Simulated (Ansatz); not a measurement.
## Ansatz (development build ahead of 0.2.0) run

```yaml
crystal:
  periodic: [false, false, false]
  atoms:
    - { symbol: Be, position_ang: [0.0, 0.0, 0.63793] }
    - { symbol: H, position_ang: [0.0, 0.0, -0.63793] }
basis:
  gaussian: { orbitals: STO-3G }
magnetization:
  initial_magnetization: 1
hamiltonian:
  xc: hf
correlation:
  method: ccsd_t
  frozen_orbitals: { Be: 0, H: 0 }
```

The input is written out in the form of the current development build from the run's settings. Correlation on restricted open-shell orbitals is semicanonical, with singles.

Results

- Converged: yes
- Reference energy: -14.93485 hartree
- CCSD correlation energy: -0.02050 hartree
- Triples correction: -0.00026 hartree
- Total energy: -14.95561 hartree
- Spin squared of the determinant: 0.750
